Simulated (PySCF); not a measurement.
Identify the compound

An unknown has the formula C₆H₇FSi. Its calculated NMR data are:

$^{1}$H NMR (500 MHz, computed): δ 7.80 (m, 1H), 7.71 (m, 1H), 7.38 (m, 1H), 7.32 (m, 1H), 4.57 (s, 3H).

$^{13}$C{$^{1}$H} NMR (computed): δ 177.4 (C), 142.8 (CH), 138.2 (CH), 128.8 (CH), 123.3 (C), 120.0 (CH).

[PySCF: σ from GIAO-PBE0/pcSseg-1; coordinates at the GFN2-xTB level; in vacuum; non-relativistic; a single conformation; one averaged value for each set of equivalent atoms]

Chemical shifts δ = σref − σ; TMS for $^{1}$H (31.72 ppm) and $^{13}$C (186.93 ppm), all at this level.

Problem. Which of these isomers gave the spectra?
A. C#C/C=C(F)\C=C/[SiH3]
B. C=C[Si@@H]1C=CC(F)=C1
C. FC[SiH2]C#CC1=CC1
D. C#C/C=C(F)/C=C/[SiH3]
E. Fc1ccccc1[SiH3]
F. C#C/C=C(F)/C=C\[SiH3]

Solution. E. 

Rings plus π bonds: 4 (1 ring in the answer). 6 carbon signals for 6 carbons: no two carbons are equivalent. Carbon types of the structure: 2 × C, 4 × CH, leaving 3 H on heteroatoms. δC 177.4: aromatic carbon bearing fluorine; an ipso carbon deshielded by its heteroatom. δC 142.8, 138.2, 128.8, 120.0: aromatic CH. δC 123.3: substituted aromatic carbon. δH 7.80, 7.71, 7.38, 7.32: hydrogen on an aromatic CH; it sits in the deshielding region of the aromatic ring current. δH 4.57: hydrogen on a silicon bonded to C.

The others: C#C/C=C(F)/C=C\[SiH3] has carbons computed at 181.6, 145.7, 135.9, 101.0, 100.6, 81.0; C=C[Si@@H]1C=CC(F)=C1 would give 7 signals for carbon-bound and other non-exchanging H, not 5; C#C/C=C(F)\C=C/[SiH3] has carbons computed at 183.5, 143.6, 136.5, 100.5, 98.3, 81.8; C#C/C=C(F)/C=C/[SiH3] has carbons computed at 178.3, 145.3, 134.0, 100.5, 98.4, 81.3; FC[SiH2]C#CC1=CC1 would give 4 signals for carbon-bound and other non-exchanging H, not 5.

Splittings by $^{19}$F in the carbon and heteronuclear signals aren't shown, as no couplings were computed. Shifts are as computed. Against solution values, carbons near 30 ppm lie about +3 ppm off and those near 130 ppm about +5 ppm. Of 1211 compounds with measured shifts, 218 miss one by over three times the rms of a fit or turn the order of signals round; such compounds aren't used in these exercises. No couplings were computed; multiplicities are counted from neighbouring protons, with m where these are inequivalent, close in shift, in a saturated or five-membered ring or joined by F or P, and br s for small geminal =CH2 splittings.
